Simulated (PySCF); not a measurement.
One of the candidates below gave these computed data.

All candidates are C7H16Si2.

| technique | computed result |
| --- | --- |
| 1H NMR | chemical shifts (computed TMS as zero) by class: 4.36 (1 H), 3.97 (3 H), 2.53 (2 H), 1.82 (2 H), 0.78 (2 H), 0.22 (6 H) ppm [GIAO PBE0/pcSseg-1] |
| Dipole | 0.38 D [PBE0/pcSseg-1] |
| 13C NMR | chemical shifts (computed TMS as zero) by class: 88.8 (1 C), 84.7 (1 C), 18.0 (1 C), 17.8 (1 C), -0.2 (1 C), -0.5 (2 C) ppm [GIAO PBE0/pcSseg-1] |
| Rotational structure | rotational constants A, B, C: 1.686, 0.530, 0.439 GHz [GFN2-xTB] |
| NMR, other nuclei | isotropic shieldings of nuclei other than C and H, by class: 361 (1 Si), 420 (1 Si) ppm [GIAO PBE0/pcSseg-1] |

The electronic properties come from PySCF, for the isolated species, density fitting. Levels stand in brackets. The structure is a single GFN2-xTB conformer in the gas phase; no vibrational or solvent corrections. Each NMR value is the plain mean over a class of atoms that symmetry, rotation or inversion makes alike.

Question: Which candidate is it?
A. `[SiH3]/C=C\[SiH2]C1CCCC1`
B. `C=CC[C@@H](C)/C([SiH3])=C/[SiH3]`
C. `C[SiH](C)CCC#CC[SiH3]`

Answer: C. It is `C[SiH](C)CCC#CC[SiH3]`. Numbering: `[CH3:1][SiH:2]([CH3:3])[CH2:4][CH2:5][C:6]#[C:7][CH2:8][SiH3:9]`. Its formula, C7H16Si2, gives 2 degrees of unsaturation: 0 rings and 2 π bonds in the structure found. 7 carbons fall into 6 classes; from least to most shielded: alkyne carbon [C6] (88.8 ppm), alkyne carbon [C7] (84.7 ppm), propargylic carbon [C5] (18.0 ppm), sp3 carbon bound to silicon [C4] (17.8 ppm), sp3 carbon bound to silicon [C8] (-0.2 ppm), Si-methyl carbon [C1/C3] (-0.5 ppm, 2 C, up to 3.6 ppm apart in this geometry). Hydrogen classes from least to most shielded: 1 H on an SiH silicon, Si2 (4.36 ppm), 3 H on an SiH3 silicon, Si9 (3.97 ppm), 2 H on a propargylic carbon, C5 (2.53 ppm, a mean of values up to 0.5 ppm apart in this geometry), 2 H on an sp3 carbon bound to silicon, C8 (1.82 ppm), 2 H on an sp3 carbon bound to silicon, C4 (0.78 ppm), 6 H on 2 Si-methyl carbons, C1/C3 (0.22 ppm, a mean of values up to 0.9 ppm apart in this geometry). The other shieldings belong to: 361 ppm, SiH silicon [Si2]; 420 ppm, SiH3 silicon [Si9]. The optimised geometry has point group C1 and is an asymmetric top.

The others, at the same levels:
- `C=CC[C@@H](C)/C([SiH3])=C/[SiH3]` fails: it has 7 carbon classes against 6; its computed 13C shifts are 176.4 (1 C), 145.5 (1 C), 139.2 (1 C), 123.4 (1 C), 61.1 (1 C), 45.2 (1 C), 19.8 (1 C) ppm, 1H shifts are 6.92 (1 H), 6.35 (1 H), 5.43 (1 H), 5.39 (1 H), 4.17 (3 H), 4.17 (3 H), 2.19 (1 H), 2.15 (1 H), 2.01 (1 H), 1.16 (3 H) ppm and rotational constant A is 1.766 GHz (against 1.686 GHz).
- `[SiH3]/C=C\[SiH2]C1CCCC1` fails: it has 5 carbon classes against 6; its computed 13C shifts are 159.9 (1 C), 149.1 (1 C), 34.4 (2 C), 29.3 (1 C), 27.8 (2 C) ppm, 1H shifts are 7.54 (1 H), 7.23 (1 H), 4.34 (2 H), 4.20 (3 H), 1.92 (2 H), 1.86 (2 H), 1.67 (2 H), 1.23 (2 H), 0.84 (1 H) ppm and rotational constant A is 2.075 GHz (against 1.686 GHz).

Each candidate is one conformer, not necessarily the lowest. Dipoles, sizes and rotational constants follow the conformer. The torsions of the flexible species, by atom-mapped SMILES:
- `[CH3:1][SiH:2]([CH3:3])[CH2:4][CH2:5][C:6]#[C:7][CH2:8][SiH3:9]`: C1–Si2–C4–C5 173°, Si2–C4–C5–C6 73°
- `[CH2:1]=[CH:2][CH2:3][C@@H:4]([CH3:5])/[C:6]([SiH3:7])=[CH:8]/[SiH3:9]`: C1–C2–C3–C4 107°, C2–C3–C4–C5 66°, C3–C4–C6–Si7 -61°

The conformers of `[SiH3]/C=C\[SiH2]C1CCCC1` aren't listed.
